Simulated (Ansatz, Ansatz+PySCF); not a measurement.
```xyz
2

N     0.0000    0.0000   -0.1636
H     0.0000    0.0000    1.1449
```

Basis set: 6-31G (spherical functions). Left uncorrelated: 1 orbital. Correlation on ROHF uses semicanonical orbitals with singles. Charge 0, multiplicity 3.

Computed with Ansatz (development build ahead of 0.2.0); each method stands on the lowest determinant of its kind that the runs found.

The atomization energy at this shape (free ground-state atoms in the same class of orbitals less the molecule, no zero-point energy) of triplet NH:

```tsv
method	atomization energy
PBE0 (unrestricted)	2.56 eV
UHF-CCSD(T)	2.03 eV
UHF-MP2	1.66 eV
UHF	0.83 eV
ROHF	0.67 eV
```

Problem. What does ROHF-MP2 give?

Solution. 1.71 eV. Caution for UHF-CCSD(T), ROHF-MP2, UHF-MP2: bonds are stretched, where a single reference can fail. Caution for UHF-CCSD(T), UHF-MP2, UHF: the unrestricted determinant is spin contaminated.

This basis has no polarisation functions and is too small for such energies, which can lie far from measured ones in either direction.
